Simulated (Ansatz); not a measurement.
The same molecule with X = B, Ga, In. Ansatz, PBE0-D4/def2-TZVP geometries, multiplicity 2.

Elements past krypton have def2 core potentials. Scalar relativity is left out up to krypton.

| X | molecule | mean X–C bond length / Å | mean X–Cl bond length / Å | zero-point energy (PBE0-D4/def2-TZVP) / kJ/mol |
| --- | --- | --- | --- | --- |
| B | `C[B]Cl`• | 1.544 | 1.727 | 103.1 |
| In | `[CH3][In][Cl]`• | 2.214 | 2.383 | 93.0 |

(1) Give the row for X = Ga, `[CH3][Ga][Cl]`•. (Estimate.)

Results:

(1) Ansatz gave: 
| X | molecule | mean X–C bond length / Å | mean X–Cl bond length / Å | zero-point energy (PBE0-D4/def2-TZVP) / kJ/mol |
| --- | --- | --- | --- | --- |
| Ga | `[CH3][Ga][Cl]`• | 2.001 | 2.184 | 94.7 |

From B to In the mean X–C bond length rises at each step, by 0.670 Å in all; the mean X–Cl bond length rises at each step, by 0.656 Å in all; the zero-point energy (PBE0-D4/def2-TZVP) falls at each step, by 10.1 kJ/mol in all. Bonds lengthen as the atom grows down the group.
